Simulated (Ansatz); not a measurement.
`C[SiH2]BCl` + `[Cl][GaH2]` → `C[SiH2][GaH][Cl]` + `BCl`  (formal exchange of groups at the Si–B bond)

Program: Ansatz. Geometries: PBE0-D4/def2-TZVP. ΔE: electronic, gas phase. CCSD(T)/CBS adds triple-zeta CCSD(T) − MP2 to the extrapolated MP2 energy (def2 sets, frozen cores). This one scheme is used for every species. DFT in def2-TZVPP. B3LYP here is the variant with VWN-RPA as its local correlation; programs differ in this. For Ga outer-core shells are correlated without core-valence functions, which leaves a few kJ/mol of doubt a bond. Scalar relativity is left out up to krypton. Each species was taken in one conformer, which may not be the lowest.

(1) Is it downhill or uphill in electronic energy at CCSD(T)/CBS, and by how much? (An estimate is asked.)

(2) What do these levels give: r2SCAN-D4, BHLYP-D4, ωB97M-V, PBE, B3LYP, CAM-B3LYP, MP2/def2-SVP, CCSD/def2-SVP, MP2/def2-TZVPP, MP2/def2-QZVPP, HF/CBS(def2), MP2/CBS(def2)? (An estimate is asked.)

Largest T1 diagnostic among the species: 0.012.

Answers

(1) Computed: Downhill: ΔE = -0.40 eV.

(2) Ansatz gave: r2SCAN-D4 -0.37, BHLYP-D4 -0.42, ωB97M-V -0.37, PBE -0.39, B3LYP -0.41, CAM-B3LYP -0.37, MP2/def2-SVP -0.37, CCSD/def2-SVP -0.35, MP2/def2-TZVPP -0.41, MP2/def2-QZVPP -0.41, HF/CBS(def2) -0.37, MP2/CBS(def2) -0.42 eV.

At CCSD(T), def2-SVP lies +0.05 eV from the extrapolated value and def2-TZVPP +0.01 eV. Leaving LDA and LC-ωPBE aside and taking each functional with its dispersion term where it has one, the values, not all of them listed here, spread over 0.13 eV, from BHLYP-D4 to B97M-V. LDA lies +0.07 eV from PBE without D4.
